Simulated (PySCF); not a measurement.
## Calculated data, Al$_{2}$BH$_{4}$N, CH$_{5}$Al$_{2}$N, CH$_{3}$Al$_{2}$N, AlH$_{3}$N$_{2}$ and others

Calculation on a computer-drawn molecule: the log of a Hartree-Fock and frozen-core CCSD(T) single point meant for a local Hartree-Fock minimum, with one planted fault or none, to be diagnosed. Offsets are logged minus clean, where the clean run is the same molecule without the fault. The reference is restricted for singlets and unrestricted otherwise, and also for a bond in bohr or an excited solution. Adding or removing an electron swaps singlet and doublet. The excited solution moves the top pair (singlet) or top alpha electron (doublet) to the lowest empty orbital. Highest occupied and lowest empty are orbital energies over both spins, largest force is the largest gradient component, triples share is (T) over the correlation energy, the T1 limit is 0.02 restricted and 0.045 unrestricted, electrons count all cores, a negative frequency is imaginary (commonest isotopes), and the dipole is about the centre of nuclear charge. Program: PySCF 2.14.0.

Common to all runs: logged SCF converged yes; logged CC converged yes; logged SCF stable within its kind yes; possible faults no fault, one electron removed, one electron added, multiplicity raised by two, geometry at a saddle point, SCF held on an excited solution, minimal basis STO-3G, one bond length entered in bohr, all coordinates scaled.

(1) 
```xyz
8
formula=Al2BH4N meant_charge=0 meant_multiplicity=1 meant_basis=cc-pV(D+d)Z logged_electrons=42 logged_basis_functions=94 logged_spin_squared=0 logged_highest_occupied=-9.4656 logged_lowest_empty=-0.019673 logged_largest_force=0.14671 logged_T1_diagnostic=0.02502 logged_D1_diagnostic=0.087461 logged_triples_share=0.031878 logged_dipole_magnitude=3.1135 logged_energy_HF=-565.1167 logged_energy_CCSD(T)=-565.53951 planted_fault=all_coordinates_scaled,by_-9.5_% HF_energy_offset_from_clean_run=52.26 CCSD(T)_energy_offset_from_clean_run=59.49
N     -0.8945     2.9486     3.7502
Al    -0.6096     1.6676     3.1389
B     -0.3997    -0.0574     2.2927
Al    -1.8421    -1.1180     1.5490
H     -1.0301     3.7465     4.1359
H      0.6261    -0.4206     2.2544
H     -2.2211    -0.9444     0.1788
H     -2.5333    -2.0600     2.3774
```

Units: logged_highest_occupied, logged_lowest_empty in eV; logged_largest_force in hartree/bohr; logged_dipole_magnitude in debye; logged_energy_HF, logged_energy_CCSD(T) in hartree; HF_energy_offset_from_clean_run, CCSD(T)_energy_offset_from_clean_run in kcal/mol.

Drawn bonds:
```csv
atom,other atom,order
1,2,2
2,3,1
3,4,1
1,5,1
3,6,1
4,7,1
4,8,1
```

Notes: T1 above single-reference limit.

(2) 
```xyz
8
formula=Al2BH4N meant_charge=0 meant_multiplicity=1 meant_basis=cc-pV(D+d)Z logged_electrons=42 logged_basis_functions=94 logged_spin_squared=0 logged_highest_occupied=-8.8038 logged_lowest_empty=-0.033542 logged_largest_force=2.481e-05 logged_lowest_frequency=72.113 logged_T1_diagnostic=0.029142 logged_D1_diagnostic=0.1006 logged_triples_share=0.037472 logged_dipole_magnitude=3.6167 logged_energy_HF=-565.19998 logged_energy_CCSD(T)=-565.63431 planted_fault=no_fault HF_energy_offset_from_clean_run=0 CCSD(T)_energy_offset_from_clean_run=0
N     -0.9884     3.2581     4.1439
Al    -0.6735     1.8426     3.4684
B     -0.4417    -0.0634     2.5333
Al    -2.0355    -1.2354     1.7116
H     -1.1382     4.1398     4.5700
H      0.6919    -0.4648     2.4910
H     -2.4543    -1.0436     0.1976
H     -2.7992    -2.2762     2.6270
```

Units: logged_highest_occupied, logged_lowest_empty in eV; logged_largest_force in hartree/bohr; logged_lowest_frequency in cm⁻¹; logged_dipole_magnitude in debye; logged_energy_HF, logged_energy_CCSD(T) in hartree; HF_energy_offset_from_clean_run, CCSD(T)_energy_offset_from_clean_run in kcal/mol.

Drawn bonds:
```csv
atom,other atom,order
1,2,2
2,3,1
3,4,1
1,5,1
3,6,1
4,7,1
4,8,1
```

Notes: T1 above single-reference limit.

(3) 
```xyz
9
formula=CH5Al2N meant_charge=0 meant_multiplicity=1 meant_basis=cc-pV(D+d)Z logged_electrons=44 logged_basis_functions=99 logged_spin_squared=2.0133 logged_highest_occupied=-4.9155 logged_lowest_empty=0.61052 logged_largest_force=0.11904 logged_T1_diagnostic=0.032685 logged_D1_diagnostic=0.18801 logged_triples_share=0.028696 logged_dipole_magnitude=1.9986 logged_energy_HF=-578.94012 logged_energy_CCSD(T)=-579.39808 planted_fault=multiplicity_raised_by_two HF_energy_offset_from_clean_run=49.99 CCSD(T)_energy_offset_from_clean_run=76.04
N      0.2139     3.3322    -2.1734
Al    -0.3477     1.8823    -1.8165
C     -1.1532     0.1782    -1.3968
Al    -3.1121     0.0788    -1.3695
H      0.6173     4.2101    -2.3894
H     -0.7586    -0.5283    -2.1391
H     -0.7565    -0.1039    -0.4124
H     -3.8861    -0.2871    -2.6960
H     -3.8818     0.3704    -0.0223
```

Units: logged_highest_occupied, logged_lowest_empty in eV; logged_largest_force in hartree/bohr; logged_dipole_magnitude in debye; logged_energy_HF, logged_energy_CCSD(T) in hartree; HF_energy_offset_from_clean_run, CCSD(T)_energy_offset_from_clean_run in kcal/mol.

Drawn bonds:
```csv
atom,other atom,order
1,2,2
2,3,1
3,4,1
1,5,1
3,6,1
3,7,1
4,8,1
4,9,1
```

(4) 
```xyz
9
formula=CH5Al2N meant_charge=0 meant_multiplicity=1 meant_basis=cc-pV(D+d)Z logged_electrons=43 logged_basis_functions=99 logged_spin_squared=0.7587 logged_highest_occupied=-15.249 logged_lowest_empty=-5.2475 logged_largest_force=0.093066 logged_T1_diagnostic=0.014265 logged_D1_diagnostic=0.040317 logged_triples_share=0.026121 logged_dipole_magnitude=4.9724 logged_energy_HF=-578.78472 logged_energy_CCSD(T)=-579.22464 planted_fault=one_electron_removed HF_energy_offset_from_clean_run=147.5 CCSD(T)_energy_offset_from_clean_run=184.9
N      0.2139     3.3322    -2.1734
Al    -0.3477     1.8823    -1.8165
C     -1.1532     0.1782    -1.3968
Al    -3.1121     0.0788    -1.3695
H      0.6173     4.2101    -2.3894
H     -0.7586    -0.5283    -2.1391
H     -0.7565    -0.1039    -0.4124
H     -3.8861    -0.2871    -2.6960
H     -3.8818     0.3704    -0.0223
```

Units: logged_highest_occupied, logged_lowest_empty in eV; logged_largest_force in hartree/bohr; logged_dipole_magnitude in debye; logged_energy_HF, logged_energy_CCSD(T) in hartree; HF_energy_offset_from_clean_run, CCSD(T)_energy_offset_from_clean_run in kcal/mol.

Drawn bonds:
```csv
atom,other atom,order
1,2,2
2,3,1
3,4,1
1,5,1
3,6,1
3,7,1
4,8,1
4,9,1
```

(5) 
```xyz
7
formula=CH3Al2N meant_charge=0 meant_multiplicity=1 meant_basis=cc-pV(D+d)Z logged_electrons=42 logged_basis_functions=89 logged_spin_squared=2.0061 logged_highest_occupied=-6.5604 logged_lowest_empty=-0.28776 logged_largest_force=0.0073271 logged_T1_diagnostic=0.024989 logged_D1_diagnostic=0.07867 logged_triples_share=0.038815 logged_dipole_magnitude=3.9074 logged_energy_HF=-577.78932 logged_energy_CCSD(T)=-578.23632 planted_fault=multiplicity_raised_by_two HF_energy_offset_from_clean_run=33.38 CCSD(T)_energy_offset_from_clean_run=50.15
N     -2.9324    -0.3197    -1.9085
Al    -1.6883    -0.8255    -1.0448
C     -0.1896    -1.2780     0.0810
Al     0.4858     0.0322     1.4512
H     -3.7036    -0.0638    -2.4741
H     -0.4544    -2.2067     0.6130
H      0.6529    -1.5227    -0.5868
```

Units: logged_highest_occupied, logged_lowest_empty in eV; logged_largest_force in hartree/bohr; logged_dipole_magnitude in debye; logged_energy_HF, logged_energy_CCSD(T) in hartree; HF_energy_offset_from_clean_run, CCSD(T)_energy_offset_from_clean_run in kcal/mol.

Drawn bonds:
```csv
atom,other atom,order
1,2,2
2,3,1
3,4,1
1,5,1
3,6,1
3,7,1
```

(6) 
```xyz
7
formula=CH3Al2N meant_charge=0 meant_multiplicity=1 meant_basis=cc-pV(D+d)Z logged_electrons=41 logged_basis_functions=89 logged_spin_squared=0.8318 logged_highest_occupied=-11.924 logged_lowest_empty=-5.0178 logged_largest_force=0.080258 logged_T1_diagnostic=0.036787 logged_D1_diagnostic=0.15206 logged_triples_share=0.030462 logged_dipole_magnitude=3.5536 logged_energy_HF=-577.61417 logged_energy_CCSD(T)=-578.03103 planted_fault=one_electron_removed HF_energy_offset_from_clean_run=143.3 CCSD(T)_energy_offset_from_clean_run=179
N     -2.9324    -0.3197    -1.9085
Al    -1.6883    -0.8255    -1.0448
C     -0.1896    -1.2780     0.0810
Al     0.4858     0.0322     1.4512
H     -3.7036    -0.0638    -2.4741
H     -0.4544    -2.2067     0.6130
H      0.6529    -1.5227    -0.5868
```

Units: logged_highest_occupied, logged_lowest_empty in eV; logged_largest_force in hartree/bohr; logged_dipole_magnitude in debye; logged_energy_HF, logged_energy_CCSD(T) in hartree; HF_energy_offset_from_clean_run, CCSD(T)_energy_offset_from_clean_run in kcal/mol.

Drawn bonds:
```csv
atom,other atom,order
1,2,2
2,3,1
3,4,1
1,5,1
3,6,1
3,7,1
```

(7) 
```xyz
6
formula=AlH3N2 meant_charge=0 meant_multiplicity=1 meant_basis=cc-pV(D+d)Z logged_electrons=29 logged_basis_functions=66 logged_spin_squared=0.7591 logged_highest_occupied=-16.824 logged_lowest_empty=-5.2005 logged_largest_force=0.081486 logged_T1_diagnostic=0.018131 logged_D1_diagnostic=0.06913 logged_triples_share=0.023252 logged_dipole_magnitude=0.51643 logged_energy_HF=-352.30661 logged_energy_CCSD(T)=-352.6876 planted_fault=one_electron_removed HF_energy_offset_from_clean_run=148.6 CCSD(T)_energy_offset_from_clean_run=182.9
N      0.3338     0.3690     3.7713
Al     1.4673    -0.4513     3.0157
N      2.7153    -1.3538     2.1866
H     -0.3730     0.8801     4.2377
H      3.5592    -0.9603     1.8160
H      2.6920    -2.3407     2.0137
```

Units: logged_highest_occupied, logged_lowest_empty in eV; logged_largest_force in hartree/bohr; logged_dipole_magnitude in debye; logged_energy_HF, logged_energy_CCSD(T) in hartree; HF_energy_offset_from_clean_run, CCSD(T)_energy_offset_from_clean_run in kcal/mol.

Drawn bonds:
```csv
atom,other atom,order
1,2,2
2,3,1
1,4,1
3,5,1
3,6,1
```

(8) 
```xyz
7
formula=Al2H3N2 meant_charge=0 meant_multiplicity=2 meant_basis=cc-pV(D+d)Z logged_electrons=43 logged_basis_functions=89 logged_spin_squared=0.9166 logged_highest_occupied=-8.8191 logged_lowest_empty=0.43201 logged_largest_force=0.0076512 logged_T1_diagnostic=0.036118 logged_D1_diagnostic=0.13092 logged_triples_share=0.035209 logged_dipole_magnitude=3.4005 logged_energy_HF=-594.4056 logged_energy_CCSD(T)=-594.89111 planted_fault=one_bond_length_entered_in_bohr,row_6_of_the_drawn_bonds HF_energy_offset_from_clean_run=39.44 CCSD(T)_energy_offset_from_clean_run=39.69
N      0.0582     1.0483    -0.2158
Al     0.3258     0.1137     1.0440
N      0.6072    -0.9184     2.4484
Al    -0.3886    -1.2124     3.9191
H     -0.1248     1.6347    -0.9911
H      1.4758    -1.4357     2.4279
H      0.7136    -3.1329     5.9515
```

Units: logged_highest_occupied, logged_lowest_empty in eV; logged_largest_force in hartree/bohr; logged_dipole_magnitude in debye; logged_energy_HF, logged_energy_CCSD(T) in hartree; HF_energy_offset_from_clean_run, CCSD(T)_energy_offset_from_clean_run in kcal/mol.

Drawn bonds:
```csv
atom,other atom,order
1,2,2
2,3,1
3,4,1
1,5,1
3,6,1
4,7,1
```

(9) 
```xyz
4
formula=BClFO meant_charge=-1 meant_multiplicity=1 meant_basis=aug-cc-pV(D+d)Z logged_electrons=40 logged_basis_functions=24 logged_spin_squared=0 logged_highest_occupied=-0.999 logged_lowest_empty=18.24 logged_largest_force=0.043562 logged_T1_diagnostic=0.014563 logged_D1_diagnostic=0.053119 logged_triples_share=0.059696 logged_dipole_magnitude=1.5632 logged_energy_HF=-650.87604 logged_energy_CCSD(T)=-651.00902 planted_fault=minimal_basis_STO-3G HF_energy_offset_from_clean_run=4916 CCSD(T)_energy_offset_from_clean_run=5258
O     -0.5523     0.5155    -3.7563
B     -0.5105     1.6157    -3.1769
F     -0.0372     2.8356    -3.6137
Cl    -1.1458     1.9073    -1.3897
```

Units: logged_highest_occupied, logged_lowest_empty in eV; logged_largest_force in hartree/bohr; logged_dipole_magnitude in debye; logged_energy_HF, logged_energy_CCSD(T) in hartree; HF_energy_offset_from_clean_run, CCSD(T)_energy_offset_from_clean_run in kcal/mol.

Drawn bonds:
```csv
atom,other atom,order
1,2,1
2,3,1
2,4,1
```

(10) 
```xyz
5
formula=BClHO2 meant_charge=-1 meant_multiplicity=1 meant_basis=aug-cc-pV(D+d)Z logged_electrons=39 logged_basis_functions=110 logged_spin_squared=0.7623 logged_highest_occupied=-12.389 logged_lowest_empty=-0.5556 logged_largest_force=0.15491 logged_T1_diagnostic=0.026617 logged_D1_diagnostic=0.15426 logged_triples_share=0.031349 logged_dipole_magnitude=3.0218 logged_energy_HF=-634.60217 logged_energy_CCSD(T)=-635.23182
O      1.4025    -3.3191     1.5117
B      0.8629    -2.1966     1.3601
O      1.4171    -0.9071     1.3569
Cl    -1.0401    -1.9831     1.0694
H      2.3421    -1.0241     1.4992
```

Units: logged_highest_occupied, logged_lowest_empty in eV; logged_largest_force in hartree/bohr; logged_dipole_magnitude in debye; logged_energy_HF, logged_energy_CCSD(T) in hartree.

Drawn bonds:
```csv
atom,other atom,order
1,2,1
2,3,1
2,4,1
3,5,1
```

**Q.** Which fault was planted in the run of BClHO$_{2}$ (entry 10)?
**A.** one electron removed

Further results for BClHO$_{2}$ (entry 10):

| Quantity | Value |
| --- | --- |
| HF energy offset from clean run | 63.91 kcal/mol |
| CCSD(T) energy offset from clean run | 96.59 kcal/mol |
